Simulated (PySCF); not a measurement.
**Krypton: a sound run and one with changed settings**

Sound run: Kr⁺ [Ar] 3d10 4s2 4p5, Kr²⁺ [Ar] 3d10 4s2 4p4. Computed with PySCF 2.14 in aug-cc-pVDZ-DK, with scalar relativity by spin-free X2C-1e. The sound run starts from symmetry-adapted Hartree-Fock orbitals and uses a fine grid where one is needed.

Changed run: radial step 0.5 in ln r (0.13 in the sound run). This setting is unsound on purpose.

```tsv
species	method	sound run (hartree)	changed run (hartree)	converged
Kr⁺	UHF	-2787.57027	-2787.57027	yes
Kr⁺	M06-L	-2789.28314	-2789.30705	yes
Kr⁺	PBE	-2789.02213	-2789.04102	yes
Kr²⁺	UHF	-2786.71490	-2786.71490	yes
Kr²⁺	M06-L	-2788.39412	-2788.40550	yes
Kr²⁺	PBE	-2788.12738	-2788.14648	yes
```

Ionisation energy of Kr⁺:

| method | sound run (eV) | changed run (eV) |
| --- | --- | --- |
| UHF | 23.276 | 23.276 |
| M06-L | 24.191 | 24.532 |
| PBE | 24.348 | 24.341 |

A coarse radial grid mis-integrates the density and the exchange-correlation energy, with errors of either sign; Hartree-Fock needs no grid.

For comparison, NIST gives 24.360 eV between the lowest levels.
